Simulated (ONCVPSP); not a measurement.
Which change was made? (Ca, ONCV)

calcium, optimised norm-conserving Vanderbilt (ONCV), made with ONCVPSP 4.0.1 (PBE, scalar-relativistic). Core [Ne], reference 3s2 3p6 4s1.5 (charge +0.5). Waves: 3s+4s: rc 2.20 bohr, ncon 3, nbas 7, qcut 6.1 1/bohr, 2 projectors; 3p: rc 1.35 bohr, ncon 4, nbas 9, qcut 5.7 1/bohr, 1 projector; d scattering state at 0.09 Ha: rc 2.10 bohr, ncon 4, nbas 7, qcut 4.7 1/bohr, 3 projectors, debl 0.9 Ha; f scattering state at 0.18 Ha: rc 2.15 bohr, ncon 3, nbas 7, qcut 5.1 1/bohr, 1 projector. Local part: polynomial inside 1.00 bohr (lpopt 3, dvloc0 6 Ha). Core correction: Teter function, fcfact 3.75, rcfact 1.65.

In the d channel the program set the typed energies aside and used -0.183, 0.717, 1.617 Ha.

Cutoffs, loose and tight: the cutoffs (Ha) at which the residual kinetic energy of the hardest occupied pseudo-wave falls to 1 and 0.1 mHa per electron. They do not see the model core or the augmentation charge, which bear on the density cutoff. Test errors are all-electron minus pseudo excitation energies from the reference, over the configurations 3s2 3p6 4s2; 3s2 3p6 4s1; 3s2 3p6 4s0; 3s2 3p6 3d0.5 4s1.5; variants that change the core or the reference have their own tests.

The base gives: outcome: generated, projector energies reset by the program; cutoff, loose: 14 Ha; cutoff, tight: 18 Ha; bound ghosts: d; GHOST(+) flags above zero: none; largest test error (meV): +9.7.

(1) After one change the result is: outcome: generated, projector energies reset by the program; cutoff, loose: 14 Ha; cutoff, tight: 24 Ha; bound ghosts: none; GHOST(+) flags above zero: none; largest test error (meV): +5.2. Which change was it?
A. s: qcut 8.2; p: qcut 7.7; d: qcut 6.3; f: qcut 6.9
B. s: qcut 4.5; p: qcut 4.2; d: qcut 3.5; f: qcut 3.8
C. s: qcut 4; p: qcut 3.8; d: qcut 3.1; f: qcut 3.4

## Answers

(1) A. The others give: s: qcut 4; p: qcut 3.8; d: qcut 3.1; f: qcut 3.4 → outcome: generated, projector energies reset by the program; cutoff, loose: 53 Ha; cutoff, tight: 140 Ha; bound ghosts: d; GHOST(+) flags above zero: none; largest test error (meV): +16 | s: qcut 4.5; p: qcut 4.2; d: qcut 3.5; f: qcut 3.8 → outcome: generated, projector energies reset by the program; cutoff, loose: 27 Ha; cutoff, tight: 129 Ha; bound ghosts: d; GHOST(+) flags above zero: f; largest test error (meV): +15.
